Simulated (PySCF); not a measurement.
Zn(H)(Me) (CH4Zn), SMILES [CH3][ZnH]. Heavy atoms are numbered as in [ZnH:1][CH3:3]. Hydrogens are named by the atom that carries them.

Geometry: PBE0-D3(BJ)/def2-TZVP.

Computed with PySCF with CAM-B3LYP/def2-TZVPD.

ESP charges are fitted to the potential on shells at 1.4 to 2.0 van der Waals radii. Atomic charges (e), one atom of each kind:

```json
[
 {"atom": "Zn1 (ZnH)", "meta-Löwdin": "0.98", "ESP fit": "0.64"},
 {"atom": "H on Zn1", "meta-Löwdin": "-0.43", "ESP fit": "-0.33"},
 {"atom": "C3 (CH3)", "meta-Löwdin": "-0.88", "ESP fit": "-0.71"},
 {"atom": "H on C3", "meta-Löwdin": "0.11", "ESP fit": "0.13"}
]
```
